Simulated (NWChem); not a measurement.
Species: C₅H₂F₂; SMILES C#CC=C=C(F)F

```xyz
9

C      0.7090     3.2884     0.0000
C      0.0080     2.2827     0.0000
C     -0.8466     1.1425     0.0000
C     -0.4342    -0.1224     0.0000
C     -0.0162    -1.3683     0.0000
F      0.2187    -2.0924     1.0918
F      0.2187    -2.0924    -1.0918
H      1.3385     4.1676     0.0000
H     -1.9366     1.3562     0.0000
```
Atoms are numbered in this order, from 1.

Level: PBE-D3(BJ)/def2-SVP (NWChem), optimised geometry, unscaled harmonic frequencies. 

| frequency (cm⁻¹) | IR intensity (km/mol) |
|---|---|
| 78 | 0.6 |
| 98 | 0.4 |
| 197 | 0.2 |
| 266 | 1.9 |
| 434 | 10.3 |
| 439 | 7.4 |
| 547 | 4.9 |
| 580 | 9.6 |
| 584 | 9.8 |
| 647 | 33.4 |
| 648 | 39.1 |
| 803 | 39.6 |
| 837 | 6.9 |
| 996 | 83.7 |
| 1208 | 110.6 |
| 1241 | 252.5 |
| 1451 | 182.6 |
| 2045 | 348.9 |
| 2148 | 2.4 |
| 3013 | 2.1 |
| 3406 | 80.8 |

| Item | Result |
|---|---|
| zero-point energy | 31.0 kcal/mol |
| thermal correction to the enthalpy at 298.15 K (with zero-point energy) | 35.9 kcal/mol |
| heat capacity Cv | 23.5 cal/(mol K) |
| entropy at 298.15 K and 1 atm (symmetry number 1) | 83.3 cal/(mol K) |
| dipole moment | 1.47 D |

Rigid rotor and harmonic oscillator; modes under 100 cm⁻¹ make the entropy uncertain.
